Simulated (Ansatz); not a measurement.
Ideal-gas functions of `[CH2][GeH2][Cl]` radical at 800 K and 1 bar, from an Ansatz frequency run at PBE0-D4/def2-TZVP.

Molar mass 124.11 g/mol, point group Cs (symmetry number 1), electronic degeneracy 2, moments of inertia 43.041, 149.885, 182.962 u Å². Harmonic wavenumbers (cm⁻¹, unscaled): 81, 169, 408, 454, 558, 633, 667, 769, 812, 865, 1381, 2174, 2181, 3156, 3266.

Use S(trans) = R[1.5 ln M + 2.5 ln T − 1.1517]; rotational temperatures θ = 24.2544 K / I; S(rot) = R[ln(√π/σ · √(T³/θAθBθC)) + 1.5]; for each mode x = 1.438777 ν̃/T, S = R[x/(eˣ − 1) − ln(1 − e⁻ˣ)] and H = RT x/(eˣ − 1); 1 cm⁻¹ = 0.0119627 kJ/mol; R = 8.31446 J/(mol·K).

Q: By hand: the entropy, in J/(mol·K).

A: Translation 189.5. Rotation: θ = 0.5635, 0.1618, 0.1326 K, giving 119.0. Vibration, mode by mode: 24.34, 18.25, 11.07, 10.23, 8.63, 7.67, 7.28, 6.25, 5.87, 5.43, 2.60, 0.83, 0.82, 0.19, 0.16, in all 109.6. Electronic 5.8. Sum 423.9 J/(mol·K).

Q: By hand: H − E and G − E in kJ/mol, counted from the electronic energy.

A: Zero-point energy ½ × 17574 × 0.0119627 = 105.1; thermal vibration 43.1; translation, rotation and pV give 4 RT = 26.6. H − E = 174.8 kJ/mol, and G − E = 174.8 − 800 × 423.9/1000 = -164.3 kJ/mol.

Vibration gives 26 % of the entropy, 24.3 J/(mol·K) of it from the mode under 150 cm⁻¹: soft modes count most, and the harmonic formula is weakest for them.
